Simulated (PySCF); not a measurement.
C3H3BFNO, SMILES FB1N=CC=CO1.

Geometry: B3LYP-D3(BJ)/def2-SVP. The structure was generated by enumeration, and PubChem lists no compound with its InChIKey, so it may never have been made.

Method: r2SCAN/def2-TZVP run with PySCF.

Isolated molecule, no solvent.

total energy: -370.86473 hartree
point group: Cs
highest occupied level: -6.29 eV
lowest empty level: -2.74 eV
orbital gap: 3.55 eV
dipole moment: 4.04 D
quadrupole, principal values (traceless, Buckingham form, about the centre of nuclear charge): -1.13, -0.15, 1.27 D·Å
mean static polarisability: 54.4 bohr³ (8.06 Å³)
polarisability, principal values: 33.1, 62.4, 67.6 bohr³
